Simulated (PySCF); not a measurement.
**Electron correlation in N³⁺ (nitrogen, charge +3)**

[He] 2s2, closed-shell 1S. All numbers are calculated (PySCF 2.14, the spin-free X2C one-electron Hamiltonian (Gaussian nucleus), in cc-pVTZ-DK (4s3p2d1f, 30 functions)). Frozen: 1s2; 2 electrons correlated.

Total MP2 correlation energy: -49.60 mhartree.

Same-spin part 0.00 and opposite-spin part -49.60 mhartree; SCS-MP2 scales them by 1/3 and 6/5 to -59.52 mhartree.

With two correlated electrons CCSD is exact within the correlated space (frozen core and kept virtual orbitals).

```tsv
level	correlation energy (mhartree)
CCSD	-85.12
```

Diagnostics: T1 = 0.0064, D1 = 0.0091, largest double amplitude 0.154.

Is a single reference adequate?

Not fully. A double-excitation amplitude exceeds 0.15, a sign of near-degeneracy.
